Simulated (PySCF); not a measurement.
From one molecule to another.

First species: C6H9PS.
SMILES: `C1P(CC=C1)(C=C)=S`

Second species: C₆H₉NO.
SMILES: `CC(=O)N1CC=CC1`

Levels: PBE0/def2-SVPD for HOMO energy, LUMO energy, HOMO–LUMO gap and static isotropic polarisability; TDDFT PBE0/def2-SVPD for lowest singlet excitation; TDA PBE0/def2-SVPD for lowest triplet excitation (Tamm–Dancoff). Geometries: GFN2-xTB. Each species is one conformer at its optimised geometry, gas phase, non-relativistic unless stated; the electronic structure was computed with PySCF and density fitting.

Values for the first species:

| Quantity | Value |
| --- | --- |
| HOMO energy | -6.45 eV |
| LUMO energy | -0.82 eV |
| HOMO–LUMO gap | 5.63 eV |
| Lowest singlet excitation | 4.57 eV |
| Lowest triplet excitation (Tamm–Dancoff) | 4.30 eV |
| Static isotropic polarisability | 112.4 au |

Q: Estimate the same properties for the second species, and the change in each.

A: 
```tsv
property	first	second	second less first
HOMO energy	-6.45 eV	-6.83 eV	-0.38 eV
LUMO energy	-0.82 eV	0.04 eV	+0.86 eV
HOMO–LUMO gap	5.63 eV	6.87 eV	+1.24 eV
lowest singlet excitation	4.57 eV	5.74 eV	+1.17 eV
lowest triplet excitation (Tamm–Dancoff)	4.30 eV	4.34 eV	+0.04 eV
static isotropic polarisability	112.4 au	78.6 au	-33.8 au
```

On the first: No computed singlet falls in the visible range (750 to 380 nm, 1.65 to 3.26 eV); S1 lies 1.31 eV above its blue end. The polarisability is 16.66 Å³ as a volume (1 au = 0.148185 Å³), or 1.48 au for each of the 76 electrons.

On the second: S1 lies 1.13 eV below the HOMO–LUMO gap; its leading configuration is HOMO→LUMO, weight 0.97. No computed singlet falls in the visible range (750 to 380 nm, 1.65 to 3.26 eV); S1 lies 2.48 eV above its blue end.
